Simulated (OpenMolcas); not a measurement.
Cu4+: moving or changing the point charges

Cu4+ among 5 point charges of -2 e arranged as a trigonal bipyramid (D3h), 1.95 Å from the ion, with the axial distance 1.696 Å.
```
   1.9500    0.0000    0.0000  -2.00
  -0.9750    1.6887    0.0000  -2.00
  -0.9750   -1.6887    0.0000  -2.00
   0.0000    0.0000    1.6965  -2.00
   0.0000    0.0000   -1.6965  -2.00
```

| Item | Value |
| --- | --- |
| Program | OpenMolcas 26.06 |
| Method | SS-CASPT2, IPEA 0.25 Eh, imaginary shift 0.1 Eh (closed shells correlated: 3s 3p) |
| Basis | ANO-RCC-VDZP [5s4p2d1f] |
| Scalar Hamiltonian | DKH2, point nucleus |
| Active space | 7 electrons in 5 orbitals (3d) |
| State averaging | 2S+1 = 4 even, 10 roots; 2S+1 = 2 even, 40 roots |
| Spin-orbit coupling | RASSI with atomic mean-field integrals over the reference wave functions |

Runs around this geometry, states (labels of D3, the rotations of D3h). Energies in cm-1 above the lowest state or level, χT in cm3 K/mol.

```tsv
R (Å)	q (e)	Axial / equatorial distance	Ground state	First state of that spin	First gap with spin-orbit (degeneracies)	χT at 300 K	First state of another spin
1.95	-1	0.87	2S+1 = 4	4A2 1250	900 (2, 2)	4.935	2E 23460
1.85	-2	0.87	2S+1 = 4	4A2 1980	990 (2, 2)	4.859	2E 23300
1.95	-2	0.87	2S+1 = 4	4A2 1880	970 (2, 2)	4.873	2E 23540
2.04	-2	0.87	2S+1 = 4	4A2 1790	960 (2, 2)	4.887	2E 23620
1.95	-2	0.94	2S+1 = 4	4A2 1290	940 (2, 2)	4.898	2E 23490
```

Taking the first state of the same spin as R^-n, n = -ln(1790 / 1980) / ln(2.04 / 1.85) = 1.0 between the shortest and longest distance.

Scaling the charges by -1 / -2 = 0.50 scales the first state of the same spin by 1250 / 1880 = 0.66; with fixed orbitals a first-order splitting would follow the charge.

Roots that are degenerate in the reference are averaged as groups; the widest CASPT2 spread within a group is 56 cm-1 (the 2-fold group of multiplicity 4 near 6950 cm-1 above the lowest state of its run, R = 1.85, q = -2, ratio = 0.87). Shifts and gaps below about the spread of the groups concerned are not significant. An orbital doublet at a regular site is open to a Jahn-Teller distortion, which this geometry leaves out. Point charges give a weaker field than real ligands, and real ions of this kind are often low spin; the high spin found here belongs to the model. Free-ion shares, where given, are those of the reference states; single-state CASPT2 does not remix them. The ground term spreads over less than 5000 cm-1, several times less than with real ligands, so orbital moments are less quenched and χT lies further from the spin-only value than at real sites (holds for R = 1.95, q = -1, ratio = 0.87; R = 1.95, q = -2, ratio = 0.94). This is an electrostatic model: the charges have no orbitals. An unlabelled pair can be two single states that coincide in this model. No measured value stands beside these numbers.

A state without a sure symmetry label is named by its multiplicity alone.
